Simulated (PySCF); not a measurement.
# Computed records: CH$_{2}$BCl, Cl$_{2}$HSi

All values are calculated (PySCF 2.14.0). Calculation on a computer-drawn molecule: vertical ionisation energy to the stated ion spin, frozen-core CCSD(T) at the basis limit and cheaper methods, single-reference cases, UHF for radicals, no spin-orbit; all values are single points at the evaluated structure, the first of each entry, which is the reference or a displaced copy of it and isn't optimised; the reference structure only sets the zero of the energies above reference; triples share is (T) over the correlation energy.

Common to all runs: multiplicity 1; ion multiplicity 2; diffuse functions no; basis cc-pV(n+d)Z; reference is the Hartree-Fock double-zeta minimum; best is HF at quadruple zeta + MP2 correlation extrapolated from triple and quadruple zeta + CCSD(T) minus MP2 at triple zeta; basis step is the size of the change from the same recipe one zeta lower.

```json
{"entry": 1, "formula": "CH2BCl", "evaluated_structure": {"atoms_angstrom": [["C", -1.583, -0.7799, -0.3903], ["B", -2.0352, 0.3128, -1.0061], ["Cl", -2.5135, 1.7181, -1.7123], ["H", -0.0446, -1.1113, -0.3284], ["H", -2.2083, -1.5691, 0.0491]]}, "reference_structure": {"atoms_angstrom": [["C", -1.5478, -0.8008, -0.4004], ["B", -2.0118, 0.3526, -0.9995], ["Cl", -2.5832, 1.7725, -1.7369], ["H", -0.4899, -1.0323, -0.3563], ["H", -2.2234, -1.5192, 0.0489]]}, "given": {"charge": 0, "drawn_bonds_atom": [1, 2, 1, 1], "drawn_bonds_other_atom": [2, 3, 4, 5], "drawn_bonds_order": [2, 1, 1, 1]}, "results": {"ionisation_energy_best [eV]": 9.042, "ionisation_energy_basis_step [eV]": 0.05101, "energy_above_reference_best [kcal/mol]": 44.69, "energy_above_reference_basis_step [kcal/mol]": 0.316, "triple_zeta_method": ["HF", "PBE", "r2SCAN", "B3LYP", "wB97X", "MP2", "CCSD", "CCSD(T)"], "triple_zeta_ionisation_energy [eV]": [7.549, 8.799, 8.696, 8.845, 8.814, 8.978, 8.785, 8.879], "triple_zeta_energy_above_reference [kcal/mol]": [50.9, 42.19, 44.47, 44.38, 46.76, 47.11, 45.97, 45.06], "ionisation_energy_Koopmans_at_triple_zeta [eV]": 9.206, "ionisation_energy_EOM_CCSD_at_triple_zeta [eV]": 8.948, "total_energy_HF_triple_zeta [hartree]": -523.1539, "total_energy_CCSD(T)_triple_zeta [hartree]": -523.6588, "total_energy_best [hartree]": -523.7278, "T1_diagnostic_at_triple_zeta": 0.0141, "D1_diagnostic_at_triple_zeta": 0.04161, "ion_T1_diagnostic_at_triple_zeta": 0.02605, "ion_D1_diagnostic_at_triple_zeta": 0.08798, "ion_spin_squared_at_triple_zeta": 0.8192, "triples_share_at_triple_zeta": 0.0465, "basis_functions_triple_zeta": 127, "dipole_magnitude_HF_at_triple_zeta [debye]": 0.8659, "dipole_magnitude_CCSD_unrelaxed_at_triple_zeta [debye]": 0.6848, "dipole_magnitude_PBE_at_triple_zeta [debye]": 0.6393, "dipole_magnitude_r2SCAN_at_triple_zeta [debye]": 0.6642, "dipole_magnitude_B3LYP_at_triple_zeta [debye]": 0.6988, "dipole_magnitude_wB97X_at_triple_zeta [debye]": 0.719}}
{"entry": 2, "formula": "CH2BCl", "evaluated_structure": {"atoms_angstrom": [["C", -1.5215, -0.7898, -0.4661], ["B", -1.9582, 0.4356, -1.0126], ["Cl", -2.5496, 1.7811, -1.7338], ["H", -0.4822, -1.1062, -0.5045], ["H", -2.2726, -1.5088, 0.0478]]}, "reference_structure": {"atoms_angstrom": [["C", -1.5478, -0.8008, -0.4004], ["B", -2.0118, 0.3526, -0.9995], ["Cl", -2.5832, 1.7725, -1.7369], ["H", -0.4899, -1.0323, -0.3563], ["H", -2.2234, -1.5192, 0.0489]]}, "given": {"charge": 0, "drawn_bonds_atom": [1, 2, 1, 1], "drawn_bonds_other_atom": [2, 3, 4, 5], "drawn_bonds_order": [2, 1, 1, 1]}, "results": {"ionisation_energy_best [eV]": 8.8, "ionisation_energy_basis_step [eV]": 0.05883, "energy_above_reference_best [kcal/mol]": 3.411, "energy_above_reference_basis_step [kcal/mol]": 0.04491, "triple_zeta_method": ["HF", "PBE", "r2SCAN", "B3LYP", "wB97X", "MP2", "CCSD", "CCSD(T)"], "triple_zeta_ionisation_energy [eV]": [7.283, 8.618, 8.49, 8.631, 8.581, 8.672, 8.542, 8.641], "triple_zeta_energy_above_reference [kcal/mol]": [4.776, 2.85, 3.308, 3.621, 3.788, 3.456, 3.689, 3.422], "ionisation_energy_Koopmans_at_triple_zeta [eV]": 8.683, "ionisation_energy_EOM_CCSD_at_triple_zeta [eV]": 8.722, "total_energy_HF_triple_zeta [hartree]": -523.2274, "total_energy_CCSD(T)_triple_zeta [hartree]": -523.7252, "total_energy_best [hartree]": -523.7935, "T1_diagnostic_at_triple_zeta": 0.0131, "D1_diagnostic_at_triple_zeta": 0.03544, "ion_T1_diagnostic_at_triple_zeta": 0.0162, "ion_D1_diagnostic_at_triple_zeta": 0.05599, "ion_spin_squared_at_triple_zeta": 0.7582, "triples_share_at_triple_zeta": 0.04511, "basis_functions_triple_zeta": 127, "dipole_magnitude_HF_at_triple_zeta [debye]": 1.101, "dipole_magnitude_CCSD_unrelaxed_at_triple_zeta [debye]": 0.9971, "dipole_magnitude_PBE_at_triple_zeta [debye]": 0.9803, "dipole_magnitude_r2SCAN_at_triple_zeta [debye]": 1.002, "dipole_magnitude_B3LYP_at_triple_zeta [debye]": 1.008, "dipole_magnitude_wB97X_at_triple_zeta [debye]": 1.045}}
{"entry": 3, "formula": "CH2BCl", "evaluated_structure": {"atoms_angstrom": [["C", -1.5318, -0.8396, -0.3184], ["B", -1.9626, 0.2842, -1.0345], ["Cl", -2.5426, 1.7086, -1.791], ["H", -0.4426, -1.1037, -0.3428], ["H", -2.1722, -1.4775, 0.1043]]}, "reference_structure": {"atoms_angstrom": [["C", -1.5478, -0.8008, -0.4004], ["B", -2.0118, 0.3526, -0.9995], ["Cl", -2.5832, 1.7725, -1.7369], ["H", -0.4899, -1.0323, -0.3563], ["H", -2.2234, -1.5192, 0.0489]]}, "given": {"charge": 0, "drawn_bonds_atom": [1, 2, 1, 1], "drawn_bonds_other_atom": [2, 3, 4, 5], "drawn_bonds_order": [2, 1, 1, 1]}, "results": {"ionisation_energy_best [eV]": 9.045, "ionisation_energy_basis_step [eV]": 0.05858, "energy_above_reference_best [kcal/mol]": 4.478, "energy_above_reference_basis_step [kcal/mol]": 0.1311, "triple_zeta_method": ["HF", "PBE", "r2SCAN", "B3LYP", "wB97X", "MP2", "CCSD", "CCSD(T)"], "triple_zeta_ionisation_energy [eV]": [7.546, 8.846, 8.73, 8.873, 8.834, 8.922, 8.798, 8.89], "triple_zeta_energy_above_reference [kcal/mol]": [4.618, 4.79, 4.736, 4.67, 4.819, 4.497, 4.468, 4.395], "ionisation_energy_Koopmans_at_triple_zeta [eV]": 8.919, "ionisation_energy_EOM_CCSD_at_triple_zeta [eV]": 8.982, "total_energy_HF_triple_zeta [hartree]": -523.2277, "total_energy_CCSD(T)_triple_zeta [hartree]": -523.7236, "total_energy_best [hartree]": -523.7918, "T1_diagnostic_at_triple_zeta": 0.01323, "D1_diagnostic_at_triple_zeta": 0.03637, "ion_T1_diagnostic_at_triple_zeta": 0.01765, "ion_D1_diagnostic_at_triple_zeta": 0.06457, "ion_spin_squared_at_triple_zeta": 0.757, "triples_share_at_triple_zeta": 0.04465, "basis_functions_triple_zeta": 127, "dipole_magnitude_HF_at_triple_zeta [debye]": 0.7036, "dipole_magnitude_CCSD_unrelaxed_at_triple_zeta [debye]": 0.6548, "dipole_magnitude_PBE_at_triple_zeta [debye]": 0.6728, "dipole_magnitude_r2SCAN_at_triple_zeta [debye]": 0.674, "dipole_magnitude_B3LYP_at_triple_zeta [debye]": 0.6758, "dipole_magnitude_wB97X_at_triple_zeta [debye]": 0.6892}}
{"entry": 4, "formula": "CH2BCl", "evaluated_structure": {"atoms_angstrom": [["C", -1.4419, -0.8235, -0.3968], ["B", -1.9279, 0.3585, -1.0686], ["Cl", -2.6127, 1.7999, -1.7817], ["H", -0.5579, -1.0488, -0.4007], ["H", -2.0009, -1.4359, 0.1557]]}, "reference_structure": {"atoms_angstrom": [["C", -1.5478, -0.8008, -0.4004], ["B", -2.0118, 0.3526, -0.9995], ["Cl", -2.5832, 1.7725, -1.7369], ["H", -0.4899, -1.0323, -0.3563], ["H", -2.2234, -1.5192, 0.0489]]}, "given": {"charge": 0, "drawn_bonds_atom": [1, 2, 1, 1], "drawn_bonds_other_atom": [2, 3, 4, 5], "drawn_bonds_order": [2, 1, 1, 1]}, "results": {"ionisation_energy_best [eV]": 9.0, "ionisation_energy_basis_step [eV]": 0.05818, "energy_above_reference_best [kcal/mol]": 23.69, "energy_above_reference_basis_step [kcal/mol]": 0.3746, "triple_zeta_method": ["HF", "PBE", "r2SCAN", "B3LYP", "wB97X", "MP2", "CCSD", "CCSD(T)"], "triple_zeta_ionisation_energy [eV]": [7.472, 8.814, 8.689, 8.833, 8.784, 8.866, 8.753, 8.849], "triple_zeta_energy_above_reference [kcal/mol]": [23.47, 25.17, 24.46, 23.99, 24.62, 23.86, 23.65, 23.61], "ionisation_energy_Koopmans_at_triple_zeta [eV]": 8.793, "ionisation_energy_EOM_CCSD_at_triple_zeta [eV]": 8.952, "total_energy_HF_triple_zeta [hartree]": -523.1976, "total_energy_CCSD(T)_triple_zeta [hartree]": -523.6930, "total_energy_best [hartree]": -523.7612, "T1_diagnostic_at_triple_zeta": 0.01387, "D1_diagnostic_at_triple_zeta": 0.0375, "ion_T1_diagnostic_at_triple_zeta": 0.01797, "ion_D1_diagnostic_at_triple_zeta": 0.06357, "ion_spin_squared_at_triple_zeta": 0.7559, "triples_share_at_triple_zeta": 0.0446, "basis_functions_triple_zeta": 127, "dipole_magnitude_HF_at_triple_zeta [debye]": 0.6456, "dipole_magnitude_CCSD_unrelaxed_at_triple_zeta [debye]": 0.6104, "dipole_magnitude_PBE_at_triple_zeta [debye]": 0.6583, "dipole_magnitude_r2SCAN_at_triple_zeta [debye]": 0.6515, "dipole_magnitude_B3LYP_at_triple_zeta [debye]": 0.6475, "dipole_magnitude_wB97X_at_triple_zeta [debye]": 0.6553}}
{"entry": 5, "formula": "CH2BCl", "evaluated_structure": {"atoms_angstrom": [["C", -1.4419, -0.8235, -0.3968], ["B", -1.9279, 0.3585, -1.0686], ["Cl", -2.6476, 1.8733, -1.818], ["H", -0.5579, -1.0488, -0.4007], ["H", -2.0009, -1.4359, 0.1557]]}, "reference_structure": {"atoms_angstrom": [["C", -1.5478, -0.8008, -0.4004], ["B", -2.0118, 0.3526, -0.9995], ["Cl", -2.5832, 1.7725, -1.7369], ["H", -0.4899, -1.0323, -0.3563], ["H", -2.2234, -1.5192, 0.0489]]}, "given": {"charge": 0, "drawn_bonds_atom": [1, 2, 1, 1], "drawn_bonds_other_atom": [2, 3, 4, 5], "drawn_bonds_order": [2, 1, 1, 1]}, "results": {"ionisation_energy_best [eV]": 9.189, "ionisation_energy_basis_step [eV]": 0.05796, "energy_above_reference_best [kcal/mol]": 28.63, "energy_above_reference_basis_step [kcal/mol]": 0.551, "triple_zeta_method": ["HF", "PBE", "r2SCAN", "B3LYP", "wB97X", "MP2", "CCSD", "CCSD(T)"], "triple_zeta_ionisation_energy [eV]": [7.668, 8.98, 8.867, 9.011, 8.974, 9.063, 8.946, 9.038], "triple_zeta_energy_above_reference [kcal/mol]": [28.5, 29.93, 29.67, 28.87, 29.73, 29.07, 28.5, 28.36], "ionisation_energy_Koopmans_at_triple_zeta [eV]": 8.999, "ionisation_energy_EOM_CCSD_at_triple_zeta [eV]": 9.154, "total_energy_HF_triple_zeta [hartree]": -523.1896, "total_energy_CCSD(T)_triple_zeta [hartree]": -523.6854, "total_energy_best [hartree]": -523.7534, "T1_diagnostic_at_triple_zeta": 0.01422, "D1_diagnostic_at_triple_zeta": 0.03893, "ion_T1_diagnostic_at_triple_zeta": 0.01969, "ion_D1_diagnostic_at_triple_zeta": 0.07158, "ion_spin_squared_at_triple_zeta": 0.7558, "triples_share_at_triple_zeta": 0.04489, "basis_functions_triple_zeta": 127, "dipole_magnitude_HF_at_triple_zeta [debye]": 0.2313, "dipole_magnitude_CCSD_unrelaxed_at_triple_zeta [debye]": 0.2216, "dipole_magnitude_PBE_at_triple_zeta [debye]": 0.2861, "dipole_magnitude_r2SCAN_at_triple_zeta [debye]": 0.2623, "dipole_magnitude_B3LYP_at_triple_zeta [debye]": 0.2624, "dipole_magnitude_wB97X_at_triple_zeta [debye]": 0.2511}}
{"entry": 6, "formula": "CH2BCl", "evaluated_structure": {"atoms_angstrom": [["C", -1.4419, -0.8235, -0.3968], ["B", -1.9279, 0.3585, -1.0686], ["Cl", -2.684, 1.95, -1.856], ["H", -0.5579, -1.0488, -0.4007], ["H", -2.0009, -1.4359, 0.1557]]}, "reference_structure": {"atoms_angstrom": [["C", -1.5478, -0.8008, -0.4004], ["B", -2.0118, 0.3526, -0.9995], ["Cl", -2.5832, 1.7725, -1.7369], ["H", -0.4899, -1.0323, -0.3563], ["H", -2.2234, -1.5192, 0.0489]]}, "given": {"charge": 0, "drawn_bonds_atom": [1, 2, 1, 1], "drawn_bonds_other_atom": [2, 3, 4, 5], "drawn_bonds_order": [2, 1, 1, 1]}, "results": {"ionisation_energy_best [eV]": 9.366, "ionisation_energy_basis_step [eV]": 0.05789, "energy_above_reference_best [kcal/mol]": 36.32, "energy_above_reference_basis_step [kcal/mol]": 0.6939, "triple_zeta_method": ["HF", "PBE", "r2SCAN", "B3LYP", "wB97X", "MP2", "CCSD", "CCSD(T)"], "triple_zeta_ionisation_energy [eV]": [7.846, 9.137, 9.036, 9.18, 9.154, 9.251, 9.124, 9.215], "triple_zeta_energy_above_reference [kcal/mol]": [36.54, 37.35, 37.56, 36.42, 37.68, 37.13, 36.22, 35.94], "ionisation_energy_Koopmans_at_triple_zeta [eV]": 9.196, "ionisation_energy_EOM_CCSD_at_triple_zeta [eV]": 9.344, "total_energy_HF_triple_zeta [hartree]": -523.1768, "total_energy_CCSD(T)_triple_zeta [hartree]": -523.6734, "total_energy_best [hartree]": -523.7411, "T1_diagnostic_at_triple_zeta": 0.01455, "D1_diagnostic_at_triple_zeta": 0.03997, "ion_T1_diagnostic_at_triple_zeta": 0.02137, "ion_D1_diagnostic_at_triple_zeta": 0.07904, "ion_spin_squared_at_triple_zeta": 0.756, "triples_share_at_triple_zeta": 0.04526, "basis_functions_triple_zeta": 127, "dipole_magnitude_HF_at_triple_zeta [debye]": 0.2794, "dipole_magnitude_CCSD_unrelaxed_at_triple_zeta [debye]": 0.2249, "dipole_magnitude_PBE_at_triple_zeta [debye]": 0.1458, "dipole_magnitude_r2SCAN_at_triple_zeta [debye]": 0.1905, "dipole_magnitude_B3LYP_at_triple_zeta [debye]": 0.1856, "dipole_magnitude_wB97X_at_triple_zeta [debye]": 0.2246}}
{"entry": 7, "formula": "CH2BCl", "evaluated_structure": {"atoms_angstrom": [["C", -1.5372, -0.8142, -0.4243], ["B", -1.9939, 0.371, -1.0065], ["Cl", -2.5715, 1.7655, -1.7271], ["H", -0.4984, -1.0453, -0.3544], ["H", -2.2289, -1.5192, 0.0632]]}, "reference_structure": {"atoms_angstrom": [["C", -1.5478, -0.8008, -0.4004], ["B", -2.0118, 0.3526, -0.9995], ["Cl", -2.5832, 1.7725, -1.7369], ["H", -0.4899, -1.0323, -0.3563], ["H", -2.2234, -1.5192, 0.0489]]}, "given": {"charge": 0, "drawn_bonds_atom": [1, 2, 1, 1], "drawn_bonds_other_atom": [2, 3, 4, 5], "drawn_bonds_order": [2, 1, 1, 1]}, "results": {"ionisation_energy_best [eV]": 8.943, "ionisation_energy_basis_step [eV]": 0.05912, "energy_above_reference_best [kcal/mol]": 0.3717, "energy_above_reference_basis_step [kcal/mol]": 0.0081, "triple_zeta_method": ["HF", "PBE", "r2SCAN", "B3LYP", "wB97X", "MP2", "CCSD", "CCSD(T)"], "triple_zeta_ionisation_energy [eV]": [7.443, 8.753, 8.632, 8.774, 8.732, 8.817, 8.692, 8.786], "triple_zeta_energy_above_reference [kcal/mol]": [0.7303, 0.3424, 0.3671, 0.4958, 0.5429, 0.3271, 0.4465, 0.3687], "ionisation_energy_Koopmans_at_triple_zeta [eV]": 8.825, "ionisation_energy_EOM_CCSD_at_triple_zeta [eV]": 8.872, "total_energy_HF_triple_zeta [hartree]": -523.2339, "total_energy_CCSD(T)_triple_zeta [hartree]": -523.7301, "total_energy_best [hartree]": -523.7984, "T1_diagnostic_at_triple_zeta": 0.01305, "D1_diagnostic_at_triple_zeta": 0.03595, "ion_T1_diagnostic_at_triple_zeta": 0.01684, "ion_D1_diagnostic_at_triple_zeta": 0.06052, "ion_spin_squared_at_triple_zeta": 0.7574, "triples_share_at_triple_zeta": 0.04465, "basis_functions_triple_zeta": 127, "dipole_magnitude_HF_at_triple_zeta [debye]": 0.873, "dipole_magnitude_CCSD_unrelaxed_at_triple_zeta [debye]": 0.8071, "dipole_magnitude_PBE_at_triple_zeta [debye]": 0.804, "dipole_magnitude_r2SCAN_at_triple_zeta [debye]": 0.8144, "dipole_magnitude_B3LYP_at_triple_zeta [debye]": 0.8185, "dipole_magnitude_wB97X_at_triple_zeta [debye]": 0.8402}}
{"entry": 8, "formula": "CH2BCl", "evaluated_structure": {"atoms_angstrom": [["C", -1.5561, -0.8064, -0.3713], ["B", -1.9699, 0.1955, -0.9409], ["Cl", -2.5146, 1.6229, -1.6674], ["H", -0.4758, -0.9955, -0.385], ["H", -2.2203, -1.5152, 0.0524]]}, "reference_structure": {"atoms_angstrom": [["C", -1.5478, -0.8008, -0.4004], ["B", -2.0118, 0.3526, -0.9995], ["Cl", -2.5832, 1.7725, -1.7369], ["H", -0.4899, -1.0323, -0.3563], ["H", -2.2234, -1.5192, 0.0489]]}, "given": {"charge": 0, "drawn_bonds_atom": [1, 2, 1, 1], "drawn_bonds_other_atom": [2, 3, 4, 5], "drawn_bonds_order": [2, 1, 1, 1]}, "results": {"ionisation_energy_best [eV]": 9.65, "ionisation_energy_basis_step [eV]": 0.06128, "energy_above_reference_best [kcal/mol]": 20.07, "energy_above_reference_basis_step [kcal/mol]": 0.8582, "triple_zeta_method": ["HF", "PBE", "r2SCAN", "B3LYP", "wB97X", "MP2", "CCSD", "CCSD(T)"], "triple_zeta_ionisation_energy [eV]": [8.281, 9.383, 9.321, 9.461, 9.48, 9.561, 9.432, 9.496], "triple_zeta_energy_above_reference [kcal/mol]": [18.84, 20.4, 19.17, 18.71, 18.61, 20.45, 20.53, 21.28], "ionisation_energy_Koopmans_at_triple_zeta [eV]": 9.712, "ionisation_energy_EOM_CCSD_at_triple_zeta [eV]": 9.567, "total_energy_HF_triple_zeta [hartree]": -523.2050, "total_energy_CCSD(T)_triple_zeta [hartree]": -523.6967, "total_energy_best [hartree]": -523.7670, "T1_diagnostic_at_triple_zeta": 0.01152, "D1_diagnostic_at_triple_zeta": 0.03381, "ion_T1_diagnostic_at_triple_zeta": 0.02002, "ion_D1_diagnostic_at_triple_zeta": 0.08838, "ion_spin_squared_at_triple_zeta": 0.7579, "triples_share_at_triple_zeta": 0.04237, "basis_functions_triple_zeta": 127, "dipole_magnitude_HF_at_triple_zeta [debye]": 0.1823, "dipole_magnitude_CCSD_unrelaxed_at_triple_zeta [debye]": 0.2144, "dipole_magnitude_PBE_at_triple_zeta [debye]": 0.1997, "dipole_magnitude_r2SCAN_at_triple_zeta [debye]": 0.1858, "dipole_magnitude_B3LYP_at_triple_zeta [debye]": 0.1911, "dipole_magnitude_wB97X_at_triple_zeta [debye]": 0.1753}}
{"entry": 9, "formula": "CH2BCl", "evaluated_structure": {"atoms_angstrom": [["C", -1.5491, -0.718, -0.3519], ["B", -2.0411, 0.4317, -0.9159], ["Cl", -2.5452, 1.7973, -1.5635], ["H", -0.5018, -1.0799, -0.3355], ["H", -2.2911, -1.6266, -0.0203]]}, "reference_structure": {"atoms_angstrom": [["C", -1.5478, -0.8008, -0.4004], ["B", -2.0118, 0.3526, -0.9995], ["Cl", -2.5832, 1.7725, -1.7369], ["H", -0.4899, -1.0323, -0.3563], ["H", -2.2234, -1.5192, 0.0489]]}, "given": {"charge": 0, "drawn_bonds_atom": [1, 2, 1, 1], "drawn_bonds_other_atom": [2, 3, 4, 5], "drawn_bonds_order": [2, 1, 1, 1]}, "results": {"ionisation_energy_best [eV]": 8.82, "ionisation_energy_basis_step [eV]": 0.059, "energy_above_reference_best [kcal/mol]": 10.18, "energy_above_reference_basis_step [kcal/mol]": 0.364, "triple_zeta_method": ["HF", "PBE", "r2SCAN", "B3LYP", "wB97X", "MP2", "CCSD", "CCSD(T)"], "triple_zeta_ionisation_energy [eV]": [7.321, 8.636, 8.513, 8.653, 8.605, 8.696, 8.562, 8.66], "triple_zeta_energy_above_reference [kcal/mol]": [12.2, 8.937, 9.41, 9.864, 10.28, 10.45, 10.79, 10.57], "ionisation_energy_Koopmans_at_triple_zeta [eV]": 8.77, "ionisation_energy_EOM_CCSD_at_triple_zeta [eV]": 8.731, "total_energy_HF_triple_zeta [hartree]": -523.2156, "total_energy_CCSD(T)_triple_zeta [hartree]": -523.7138, "total_energy_best [hartree]": -523.7828, "T1_diagnostic_at_triple_zeta": 0.0128, "D1_diagnostic_at_triple_zeta": 0.03572, "ion_T1_diagnostic_at_triple_zeta": 0.01578, "ion_D1_diagnostic_at_triple_zeta": 0.05481, "ion_spin_squared_at_triple_zeta": 0.7596, "triples_share_at_triple_zeta": 0.04492, "basis_functions_triple_zeta": 127, "dipole_magnitude_HF_at_triple_zeta [debye]": 1.203, "dipole_magnitude_CCSD_unrelaxed_at_triple_zeta [debye]": 1.078, "dipole_magnitude_PBE_at_triple_zeta [debye]": 1.022, "dipole_magnitude_r2SCAN_at_triple_zeta [debye]": 1.054, "dipole_magnitude_B3LYP_at_triple_zeta [debye]": 1.07, "dipole_magnitude_wB97X_at_triple_zeta [debye]": 1.111}}
{"entry": 10, "formula": "Cl2HSi", "evaluated_structure": {"atoms_angstrom": [["Cl", -2.812, -1.9835, -0.3779], ["Si", -1.1201, -1.1429, 0.0982], ["Cl", -0.1843, -1.6473, 1.7309], ["H", -0.5507, -0.1299, -0.7728]]}, "reference_structure": {"atoms_angstrom": [["Cl", -2.812, -1.9835, -0.3779], ["Si", -1.1201, -1.1429, 0.0982], ["Cl", -0.1843, -1.6473, 1.7309], ["H", -0.5507, -0.1299, -0.7728]]}, "given": {"charge": 1, "drawn_bonds_atom": [1, 2, 2], "drawn_bonds_other_atom": [2, 3, 4], "drawn_bonds_order": [1, 1, 1]}, "results": {"ionisation_energy_best [eV]": 18.78, "ionisation_energy_basis_step [eV]": 0.1046, "energy_above_reference_best [kcal/mol]": 0.0, "energy_above_reference_basis_step [kcal/mol]": 0.0, "triple_zeta_method": ["HF", "PBE", "r2SCAN", "B3LYP", "wB97X", "MP2", "CCSD", "CCSD(T)"], "triple_zeta_ionisation_energy [eV]": [17.69, 17.97, 18.18, 18.25, 18.66, 18.82, 18.58, 18.59], "triple_zeta_energy_above_reference [kcal/mol]": [0.0, 0.0, 0.0, 0.0, 0.0, 0.0, 0.0, 0.0], "ionisation_energy_Koopmans_at_triple_zeta [eV]": 19.24, "ionisation_energy_EOM_CCSD_at_triple_zeta [eV]": 18.63, "total_energy_HF_triple_zeta [hartree]": -1208.3632, "total_energy_CCSD(T)_triple_zeta [hartree]": -1208.8930, "total_energy_best [hartree]": -1208.9830, "T1_diagnostic_at_triple_zeta": 0.01223, "D1_diagnostic_at_triple_zeta": 0.03889, "ion_T1_diagnostic_at_triple_zeta": 0.03904, "ion_D1_diagnostic_at_triple_zeta": 0.2143, "ion_spin_squared_at_triple_zeta": 0.7623, "triples_share_at_triple_zeta": 0.04282, "basis_functions_triple_zeta": 131}}
```
